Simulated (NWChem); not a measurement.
Correlation energy of HBN

```
B
N 1 1.3082
H 1 1.1834 2 180.00
```
Charge 0, spin multiplicity 2.

All runs are NWChem calculations. The geometry was optimised at UB3LYP/def2-SVP, a minimum by its harmonic frequencies.

Basis set: STO-3G. Each correlation energy counts from its own Hartree-Fock reference.

The correlated methods keep 2 core orbitals frozen. The structure started from a generated list of species. The unpaired electrons of the parent sit in orbitals of symmetry b2 (C2v labels of the run); other states weren't searched. The stability of the SCF solutions was not checked. Open-shell Hartree-Fock references start from PBE0 orbitals. Coupled-cluster values serve here as a point of comparison, not as the truth.

```tsv
method	correlation energy (mHa)	remark
UMP2	___	spin-contaminated
SCS-UMP2	-80.4	spin-contaminated
CCSD on UHF	-111.7	spin-contaminated
CCSD[T] on UHF	-115.1	spin-contaminated
CCSD(T) on UHF	-114.1	spin-contaminated
CCSD on ROHF	-114.5	-
CCSD[T] on ROHF	___	-
CCSD(T) on ROHF	-118.1	-
CCSDT on ROHF	-119.0	-
```

### Question
Complete the blanks.

### Answer

- UMP2, correlation energy (mHa): -78.0
- CCSD[T] on ROHF, correlation energy (mHa): -119.5
